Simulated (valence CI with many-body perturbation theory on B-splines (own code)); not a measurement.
Energy levels of Cd7+

Computed by configuration interaction combined with many-body perturbation theory (CI+MBPT): five valence electrons over a frozen Dirac-Fock core [Kr], a basis of 7 s, 7 p, 8 d, 6 f, 4 g, 1 h functions for each j, with the one-electron correlation potential Σ1, the two-electron term Σ2, the three-electron term Σ3, Breit, model QED; selected CI, second order for the rest, scaled by the run's own slope (own B-spline code, finite nucleus).

No measured spectrum was set against this ion. As an estimate, terms of the open shell hold to 2 to 4 % of their energy, and close levels can change places; different configurations can be misplaced against each other by 1,000 to 8,000 cm⁻¹. Core correlation moves these levels by up to 22000 cm⁻¹, and in measured spectra 5 to 20 % of such shifts remained as error; rates that hang on mixing are uncertain with them. Among the levels kept, up to 1500 cm⁻¹ of a level comes from second order outside the variational space, and about a tenth of that is noise between levels of different J, which matters for small intervals. Only levels of the ground parity were solved; by the run's estimate the other parity begins above the list, which can be wrong where configurations are misplaced.

Levels 1 to 45 of 56, with energies above the lowest level, 4d5 6S_5/2. "Leading %" is the weight of the configuration and term that name the level; weights of strongly mixed levels are sums over their largest components and can fall short. In the jj column 3d3/2^4 stands for four electrons in 3d with j = 3/2. Lifetimes count E1, E2, E3, M1 and M2 decay at the calculated energies, and are blank where another channel may lead or the interval is too uncertain; long ones can be off by a factor of two.

```
No.  Configuration  Term     J  E (cm⁻¹)  Leading %                 Leading jj  Second component  Lifetime
  1            4d5    6S   5/2         0         96     4d3/2^2 4d5/2^3 (40 %)                            
  2            4d5    4G   5/2     30727         75       4d3/2^4 4d5/2 (39 %)        9 % 4d5 2F    263 ms
  3            4d5    4G   7/2     32092         91     4d3/2^3 4d5/2^2 (55 %)                      8.73 s
  4            4d5    4G  11/2     32477         94     4d3/2^3 4d5/2^2 (43 %)        4 % 4d5 2H          
  5            4d5    4G   9/2     32794         96     4d3/2^2 4d5/2^3 (60 %)                      63.3 s
  6            4d5    4P   5/2     34198         40     4d3/2^3 4d5/2^2 (32 %)       36 % 4d5 4D   33.1 ms
  7            4d5    4P   3/2     35366         49     4d3/2^3 4d5/2^2 (74 %)       47 % 4d5 4D   42.8 ms
  8            4d5    4P   1/2     37412         60     4d3/2^2 4d5/2^3 (54 %)       37 % 4d5 4D    2.09 s
  9            4d5    4D   7/2     39218         89     4d3/2^2 4d5/2^3 (66 %)        4 % 4d5 4F    292 ms
 10            4d5    4D   1/2     42162         62     4d3/2^2 4d5/2^3 (77 %)       36 % 4d5 4P    203 ms
 11            4d5    4D   5/2     42664         50     4d3/2^3 4d5/2^2 (39 %)       31 % 4d5 4P   36.9 ms
 12            4d5    4D   3/2     43500         48     4d3/2^2 4d5/2^3 (53 %)       47 % 4d5 4P   40.2 ms
 13            4d5    2I  11/2     46032         87     4d3/2^2 4d5/2^3 (55 %)       10 % 4d5 2H    257 ms
 14            4d5    2I  13/2     47932         99     4d3/2^2 4d5/2^3 (99 %)                      3.20 s
 15            4d5    2D   5/2     50994         34       4d3/2 4d5/2^4 (36 %)       33 % 4d5 2F   17.4 ms
 16            4d5    2D   3/2     51763         48     4d3/2^2 4d5/2^3 (61 %)       48 % 4d5 4F   46.3 ms
 17            4d5    4F   7/2     52020         44     4d3/2^3 4d5/2^2 (68 %)       36 % 4d5 2F    216 ms
 18            4d5    4F   9/2     52295         51     4d3/2^3 4d5/2^2 (58 %)       38 % 4d5 2G    124 ms
 19            4d5    4F   5/2     55023         68     4d3/2^2 4d5/2^3 (69 %)       22 % 4d5 2F   72.3 ms
 20            4d5    2H   9/2     57608         52     4d3/2^2 4d5/2^3 (90 %)       34 % 4d5 4F   38.0 ms
 21            4d5    2F   7/2     57861         41       4d3/2 4d5/2^4 (55 %)       31 % 4d5 4F   28.8 ms
 22            4d5    2D   3/2     58569         48       4d3/2 4d5/2^4 (56 %)       48 % 4d5 4F   48.7 ms
 23            4d5    2G   7/2     60182         61     4d3/2^2 4d5/2^3 (67 %)       36 % 4d5 2F   58.4 ms
 24            4d5    2F   5/2     62001         72     4d3/2^2 4d5/2^3 (50 %)       18 % 4d5 2D   42.1 ms
 25            4d5    2H  11/2     62437         84       4d3/2 4d5/2^4 (82 %)       12 % 4d5 2I   21.6 ms
 26            4d5    2G   9/2     64034         48       4d3/2 4d5/2^4 (70 %)       38 % 4d5 2H   61.6 ms
 27            4d5    2F   7/2     64596         76       4d3/2 4d5/2^4 (48 %)       17 % 4d5 4F   73.8 ms
 28            4d5    2F   5/2     65989         52             4d5/2^5 (55 %)       34 % 4d5 2D   19.1 ms
 29            4d5    2S   1/2     68834         94     4d3/2^3 4d5/2^2 (38 %)                     29.1 ms
 30            4d5    2D   3/2     77328         97     4d3/2^3 4d5/2^2 (34 %)                     19.3 ms
 31            4d5    2D   5/2     79157         89       4d3/2 4d5/2^4 (44 %)        8 % 4d5 2F   15.5 ms
 32            4d5    2G   9/2     84854         98     4d3/2^2 4d5/2^3 (78 %)                     31.9 ms
 33            4d5    2G   7/2     85615         95       4d3/2 4d5/2^4 (43 %)                     23.5 ms
 34            4d5    2P   3/2    100740         91     4d3/2^2 4d5/2^3 (74 %)        7 % 4d5 2D          
 35            4d5    2P   1/2    102290         96     4d3/2^2 4d5/2^3 (44 %)                            
 36            4d5    2D   5/2    112250         98     4d3/2^2 4d5/2^3 (79 %)                            
 37            4d5    2D   3/2    113350         91       4d3/2 4d5/2^4 (63 %)        7 % 4d5 2P          
 38         4d4 5s    6D   1/2    302100         92  4d3/2^2 4d5/2^2 5s (37 %)     6 % 4d4 5s 4P   9.43 μs
 39         4d4 5s    6D   3/2    303670         94    4d3/2^3 4d5/2 5s (57 %)                     9.42 μs
 40         4d4 5s    6D   5/2    305710         96  4d3/2^2 4d5/2^2 5s (63 %)                     9.33 μs
 41         4d4 5s    6D   7/2    307940         96  4d3/2^2 4d5/2^2 5s (50 %)                     9.13 μs
 42         4d4 5s    6D   9/2    310270         94  4d3/2^2 4d5/2^2 5s (40 %)     5 % 4d4 5s 4F   8.86 μs
 43         4d4 5s    4D   1/2    316950         88    4d3/2^3 4d5/2 5s (44 %)     8 % 4d4 5s 2P   2.51 μs
 44         4d4 5s    4D   3/2    319320         92  4d3/2^2 4d5/2^2 5s (47 %)                     2.51 μs
 45         4d4 5s    4D   5/2    321980         93  4d3/2^2 4d5/2^2 5s (55 %)                     2.50 μs
```

Names give the largest LS component (configuration and term), which can be under half, so a name can repeat, a term be missing and a line seem to break the LS rules; names also repeat where a configuration has a term twice.

Where two levels of one J and parity lie close, their mixing, g and order are uncertain.

The ionisation energy to 4d4 5D_0 of the next ion comes out as 130.53 eV (NIST: 130.1 ± 2.1 eV (theoretical)). All 56 levels together are meant to be complete up to 337500 cm⁻¹.
